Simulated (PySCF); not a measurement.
Compound: C2H5F4PSi (charge +1 and doublet state).
Z-matrix (Å and degrees, GFN2-xTB geometry), rows numbered from 1:
```
F 
C   1  1.3846
Si  2  1.9275  1  104.51
P   3  2.3281  2   95.79  1   -20.92
C   3  1.9710  2  114.80  1  -120.11
F   5  1.3263  3  112.25  2  -128.88
F   5  1.3585  3  107.87  2   113.06
F   5  1.3308  3  113.28  2    -5.22
H   2  1.0966  1  106.85  3  -122.06
H   2  1.0924  1  107.07  3   121.36
H   3  1.4623  2  121.94  1   102.53
H   4  1.3861  3  122.01  2  -166.72
H   4  1.3842  3  121.97  2    53.72
```

The hyperfine couplings belong to this conformer and change with its torsions.

The species is `FC[Si@H]([PH2+])C(F)(F)F` [radical] (charge +1).

Computed, not measured: UKS B3LYP, pcH-1 on C F H P Si, non-relativistic, mean-field spin-orbit, GIAO (PySCF). Geometry: GFN2-xTB, one conformer, isolated ion. Couplings are sensitive to structure, and on GFN2-xTB geometries they can be far from those on DFT ones, by a factor of two or more for some ions and for spin on atoms past the first row. Stability of the SCF solution: not tested.

Task: Predict the first-order ENDOR lines of F1, F6/F7/F8, H11, H12/H13, H10 and H9 under fast tumbling at B = 336.3 mT (X band).

Result: For S = 1/2 in fast tumbling each set of equivalent nuclei gives two lines, ν± = |νn ± a/2| to first order, with νn = g_N μN B/h and μN/h = 7.62259 MHz/T.

```tsv
nuclei	isotope	g_N	νn (MHz)	a_iso (MHz)	lower line (MHz)	upper line (MHz)
F1	19F	5.2577	13.48	15.46	5.75	21.21
F6/F7/F8	19F	5.2577	13.48	3.08	11.94	15.02
H11	1H	5.5857	14.32	62.19	16.77	45.41
H12/H13	1H	5.5857	14.32	-21.53	3.55	25.08
H10	1H	5.5857	14.32	-1.20	13.72	14.92
H9	1H	5.5857	14.32	-0.96	13.84	14.80
```

Task: Which pairs are centred on the nuclear Larmor frequency, and which on half the coupling?

Result: Centred on νn, since |a| < 2νn: F1, F6/F7/F8, H12/H13, H10 and H9. Centred on |a|/2 and split by 2νn: H11.

Task: At what field would the lower line of H12/H13 fall to zero frequency?

Result: Where νn = |a|/2, that is B = 10.76 MHz/(5.5857 × 7.62259 MHz/T) = 253 mT, as far as first order holds there.

Couplings of abundant isotopes left out: P4 (713.3 MHz).

Means are taken over nuclei equivalent by connectivity, which assumes that they swap fast. The three 19F nuclei of mean +3.1 MHz run from -2.1 to 12.3 MHz in the frozen geometry.

The largest Mulliken spin population is on P4 (+1.02). The angles at P4 add up to 349.5°, so it is slightly pyramidal.
